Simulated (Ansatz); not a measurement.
These are frozen-core CCSD(T)/def2-TZVPP // BP86-D3(BJ)/def2-SVP in Ansatz (an electronic-structure program) values and carry that method's errors.

Ansatz 0.2 input:
```yaml
crystal:
  periodic: [false, false, false]
  atoms:
    - { symbol: Ti, position_ang: [0.080225, -0.080619, -0.101081] }
    - { symbol: O, position_ang: [0.968079, 0.89498, -1.338675] }
    - { symbol: H, position_ang: [0.821827, 0.863162, -2.301275] }
    - { symbol: O, position_ang: [-0.339845, 1.008331, 1.282671] }
    - { symbol: H, position_ang: [-0.258172, 0.768712, 2.223712] }
    - { symbol: O, position_ang: [1.115577, -1.448815, 0.473276] }
    - { symbol: H, position_ang: [2.078335, -1.516935, 0.339264] }
    - { symbol: O, position_ang: [-1.424026, -0.782053, -0.819324] }
    - { symbol: H, position_ang: [-2.328745, -0.447983, -0.681718] }
basis:
  gaussian: { orbitals: def2-TZVPP }
correlation:
  method: ccsd_t
```

Output:

```
Functional definition: HF
1590 factors; integrals over basis functions are off by at most 5.5e-4 eV
mean field evaluation 1: about -31295.9667 eV, gradient 8.3e1 eV
mean field evaluation 2: about -31296.1316 eV, gradient 8.4e1 eV
mean field evaluation 4: about -31307.3860 eV, gradient 9.2e0 eV
mean field evaluation 8: about -31307.5930 eV, gradient 7.0e-1 eV
mean field evaluation 16: about -31295.9682 eV, gradient 8.3e1 eV
mean field -31307.59492682 eV, -1150.5328925107 hartree, gradient 2.0e-6 eV, S^2 0.000000; 0 other end points of the search recorded, 0 dependent functions left out
9 core orbitals not correlated
reference -31307.59492682 eV, -1150.5328925107 hartree; 20, 20 occupied and 215, 215 virtual orbitals, 1590 factors
second order -38.39367370 eV of doubles, -0.00000000 eV of singles
cycle   1  -36.70475178 eV  change     1.7e0 eV  update   2.5e-1
cycle   2  -37.98027692 eV  change    -1.3e0 eV  update   1.5e-1
cycle   3  -38.30310996 eV  change   -3.2e-1 eV  update   5.2e-2
cycle   4  -38.31758947 eV  change   -1.4e-2 eV  update   2.0e-2
cycle   5  -38.29004992 eV  change    2.8e-2 eV  update   6.2e-3
cycle   6  -38.29028066 eV  change   -2.3e-4 eV  update   2.6e-3
cycle   7  -38.29114728 eV  change   -8.7e-4 eV  update   1.2e-3
cycle   8  -38.29058039 eV  change    5.7e-4 eV  update   4.5e-4
cycle   9  -38.29080490 eV  change   -2.2e-4 eV  update   2.1e-4
cycle  10  -38.29110965 eV  change   -3.0e-4 eV  update   8.1e-5
cycle  11  -38.29092584 eV  change    1.8e-4 eV  update   4.5e-5
cycle  12  -38.29088101 eV  change    4.5e-5 eV  update   2.2e-5
perturbative correction -1.83301024 eV, -0.0673618837 hartree
Total energy: -31347.71881807 eV, -1152.0074183170 hartree
```

Cost: very roughly 13 core-minutes.
